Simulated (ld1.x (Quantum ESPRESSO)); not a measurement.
An all-electron radial function and its pseudo partner (nickel)

Columns: radius, all-electron u(r) and pseudo u(r) of the 4p shell (level -7.58 eV) of nickel in the configuration [Ar] 3d8 4s1 4p0; PBE, scalar-relativistic, PAW scheme, ld1.x (Quantum ESPRESSO) 7.5.

```csv
r (bohr),all-electron,pseudo
0.118,0.1355,0.0027
0.235,0.0423,0.0105
0.353,-0.1165,0.0237
0.470,-0.2114,0.0418
0.588,-0.2299,0.0649
0.705,-0.1928,0.0924
0.822,-0.1243,0.1242
0.940,-0.0407,0.1600
1.058,0.0467,0.1990
1.175,0.1307,0.2400
1.292,0.2089,0.2826
1.410,0.2802,0.3262
1.528,0.3433,0.3693
1.645,0.3977,0.4106
1.763,0.4446,0.4498
1.880,0.4835,0.4850
1.998,0.5158,0.5159
2.115,0.5412,0.5412
2.232,0.5608,0.5608
2.350,0.5751,0.5751
2.468,0.5845,0.5845
2.585,0.5895,0.5895
2.702,0.5907,0.5907
2.820,0.5885,0.5885
2.938,0.5833,0.5833
3.055,0.5757,0.5757
```

How many radial nodes do the two functions have?

The all-electron 4p function has n − l − 1 = 2; the pseudo-wave has 0, since the states of the same l below it are removed with the core.

At about which radius was the pseudo-wave matched?

2.10 bohr, where the columns begin to agree (steps of 0.12 bohr).

Is the pseudo-wave norm-conserving?

No, it belongs to a PAW set: the norm inside the radius is not constrained, and the difference is carried by the augmentation charge.
